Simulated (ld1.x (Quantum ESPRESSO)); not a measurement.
**Fe (Z = 26): one change to a TM semilocal potential, before and after**

iron (Fe), norm-conserving Troullier–Martins (semilocal form), made with ld1.x (Quantum ESPRESSO) 7.5 (PBE, scalar-relativistic). Core [Ar], reference 3d6 4s2 4p0. Waves: 4p (bound, empty): rc 3.45 bohr; 3d (bound): rc 1.30 bohr; 4s (bound): rc 2.00 bohr. Local part: the s channel. Core correction: none.

All-electron outer shells of the reference configuration (PBE, scalar-relativistic, ld1.x):

| shell | level (eV) | outermost node (bohr) | outermost maximum (bohr) |
| --- | --- | --- | --- |
| 3s | -94.02 | 0.33 | 0.70 |
| 3p | -60.04 | 0.30 | 0.72 |
| 3d | -7.50 | – | 0.71 |
| 4s | -5.29 | 1.00 | 2.41 |
| 4p | -1.33 | 1.10 | 3.33 |

Change: functional LDA (PZ).

Cutoffs: the cutoffs (Ry, on a coarse ladder) from which the occupation-weighted sum of valence levels, in a spherical-Bessel basis at the reference potential, stays within 10 and 1 mRy of its value at 400 Ry; they do not see the model core or the augmentation charge, which bear on the density cutoff. Errors are all-electron minus pseudo energies relative to the spin-unpolarised reference configuration.

Question: Predict the effect on cutoff, ghosts and configuration errors.

Answer: The potential gets neither clearly harder nor softer (140 Ry and 200 Ry → 140 Ry and 200 Ry); the number of tests with a reliable result goes from 7 to 9; of the 7 tests that both files solve, the error grows in 0 and shrinks in 5 by more than 15 % and 0.3 meV (median size 82.0 → 15.3 meV); neither file shows a bound ghost. A semilocal file is local in each channel, so a ghost entry of none says nothing of the separable form that plane-wave codes build from it.

| quantity | base | changed |
| --- | --- | --- |
| cutoff, loose | 140 Ry | 140 Ry |
| cutoff, tight | 200 Ry | 200 Ry |
| bound ghosts | none | none |
| error for 3d6 4s1 4p0, meV [ΔE 8.73 → 8.98 eV] | +5.7 | +0.7 |
| error for 3d6 4s0 4p0, meV [ΔE 24.93 → 25.47 eV] | +82 | +14 |
| error for 3d5 4s0 4p0, meV [ΔE 59.16 → 60.00 eV] | +176 | +61 |
| error for 3d7 4s1 4p0, meV [ΔE -0.79 → -0.83 eV] | -99 | -100 |
| error for 3d6 4s0 4p2, meV [ΔE 8.46 → 8.61 eV] | +27 | +15 |
| error for 3d6 4s1 4p1, meV [ΔE 4.10 → 4.18 eV] | +5.1 | +3.0 |
| error for 3d5 4s2 4p1, meV [ΔE 8.75 → 8.86 eV] | -176 | -172 |
| s: phases at 3.75 bohr within 0.05 rad from the reference energy up to (Ry; the scan ends near 5) | 1.1 | 1.1 |
| p: phases at 3.75 bohr within 0.05 rad from the reference energy up to (Ry; the scan ends near 5) | 1.4 | 1.4 |
| d: phases at 3.75 bohr within 0.05 rad from the reference energy up to (Ry; the scan ends near 5) | 2.9 | 2.8 |
